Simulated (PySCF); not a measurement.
# Ionisation energy of Sc²⁺ by level of theory

Sc²⁺ [Ar] 3d1 (2D) → Sc³⁺ [Ar] (1S), as a difference of total energies. Calculation: PySCF 2.14, in aug-cc-pwCVTZ-DK; the spin-free X2C one-electron Hamiltonian (Gaussian nucleus). Correlated levels: valence and next inner shell: [Ne] frozen; nothing frozen. The calculations carry no spin-orbit coupling.

```json
{"method": "UHF", "ionisation energy (eV)": "23.859", "plus first-order spin-orbit estimate": "23.877", "error of that sum (eV)": "-0.880"}
{"method": "LDA", "ionisation energy (eV)": "25.367", "plus first-order spin-orbit estimate": "25.386", "error of that sum (eV)": "+0.629"}
{"method": "PBE", "ionisation energy (eV)": "25.321", "plus first-order spin-orbit estimate": "25.340", "error of that sum (eV)": "+0.583"}
{"method": "PBE0", "ionisation energy (eV)": "25.182", "plus first-order spin-orbit estimate": "25.200", "error of that sum (eV)": "+0.443"}
{"method": "r2SCAN", "ionisation energy (eV)": "25.116", "plus first-order spin-orbit estimate": "25.135", "error of that sum (eV)": "+0.378"}
{"method": "wB97M-V", "ionisation energy (eV)": "24.946", "plus first-order spin-orbit estimate": "24.965", "error of that sum (eV)": "+0.208"}
{"method": "MN15", "ionisation energy (eV)": "24.842", "plus first-order spin-orbit estimate": "24.861", "error of that sum (eV)": "+0.104"}
{"method": "revPBE", "ionisation energy (eV)": "25.278", "plus first-order spin-orbit estimate": "25.297", "error of that sum (eV)": "+0.540"}
{"method": "MP2 (valence and next inner shell)", "ionisation energy (eV)": "24.506", "plus first-order spin-orbit estimate": "24.525", "error of that sum (eV)": "-0.232"}
{"method": "SCS-MP2 (valence and next inner shell)", "ionisation energy (eV)": "24.446", "plus first-order spin-orbit estimate": "24.465", "error of that sum (eV)": "-0.292"}
{"method": "MP2 (all electrons)", "ionisation energy (eV)": "24.525", "plus first-order spin-orbit estimate": "24.544", "error of that sum (eV)": "-0.213"}
{"method": "SCS-MP2 (all electrons)", "ionisation energy (eV)": "24.457", "plus first-order spin-orbit estimate": "24.476", "error of that sum (eV)": "-0.281"}
```

Reference: 24.757 eV (measured; NIST Atomic Spectra Database, ionization energies).

A first-order spin-orbit estimate (lowest level to lowest level, LS coupling) adds 0.019 eV.

Errors of the correlated levels include the incompleteness of this basis and the frozen core.
